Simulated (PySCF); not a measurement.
DySi from Hartree–Fock to correlated methods

State: septet, about 9.8 electrons in the 4f shell (Mulliken), real f orbitals that mix terms. Set-up: basis Dy x2c-SVPall, Si x2c-SVPall; spin-free X2C with a Gaussian nucleus; PySCF 2.14. De refers to Dy (4f10 6s2) + Si in their high-spin ground configurations, without counterpoise correction. The functionals are run spin-unrestricted. A positive dipole means Dy(−)Si(+). Levels whose curve was spin-contaminated or gave no clean fit are not listed.

```json
{"Level": "ROHF", "Re (Å)": "3.136", "ωe (cm⁻¹)": "128", "De (eV)": "n/a", "μ (D)": "-5.41"}
{"Level": "ROHF-MP2", "Re (Å)": "2.809", "ωe (cm⁻¹)": "238", "De (eV)": "n/a", "μ (D)": "n/a"}
{"Level": "ROHF-SCS-MP2", "Re (Å)": "2.854", "ωe (cm⁻¹)": "224", "De (eV)": "n/a", "μ (D)": "n/a"}
{"Level": "PBE", "Re (Å)": "2.742", "ωe (cm⁻¹)": "232", "De (eV)": "1.89", "μ (D)": "-4.55"}
{"Level": "TPSS", "Re (Å)": "2.750", "ωe (cm⁻¹)": "228", "De (eV)": "1.89", "μ (D)": "-4.89"}
```

Correlated steps freeze 23 core orbitals. Spin–orbit coupling is left out, which matters for elements this heavy, above all for dissociation energies. UHF is strongly spin-contaminated for DySi, so the ROHF reference used there is far from stable. The state is the lowest single determinant that the PBE0 search found; with open d or f shells the true ground state can be another one.

The whole job (state search and all levels along the bond) took about 27 min on 2 threads of Arm Neoverse V1 (shared host), peak memory 2.2 GiB.
